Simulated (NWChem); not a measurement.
Species: AlH3; SMILES [AlH3]

```xyz
4

Al     0.0000     0.0000     0.0000
H      1.1214     1.1214     0.0000
H      0.4105    -1.5319     0.0000
H     -1.5319     0.4105     0.0000
```
Atoms are numbered in this order, from 1.

Geometry: optimised at PBE0-D3(BJ)/def2-TZVP.

 Unshifted, non-relativistic core excitations; the lowest 4 roots alone, so stronger bands may lie above.

Question: List the first Al K-edge excitations from PBE0/6-311G** (spherical d), restricted-window TDA (NWChem).

Answer: 
```tsv
state	energy (eV)	dipole oscillator strength	leading excitation (squared amplitude)
S1	1523.5	0.0063	1s of atom 1 or its equivalents → LUMO (0.97)
S2	1526.8	0.0000	1s of atom 1 or its equivalents → LUMO+1 (0.99)
S3	1527.5	0.0008	1s of atom 1 or its equivalents → LUMO+3 (0.91)
S4	1527.5	0.0008	1s of atom 1 or its equivalents → LUMO+2 (0.91)
```
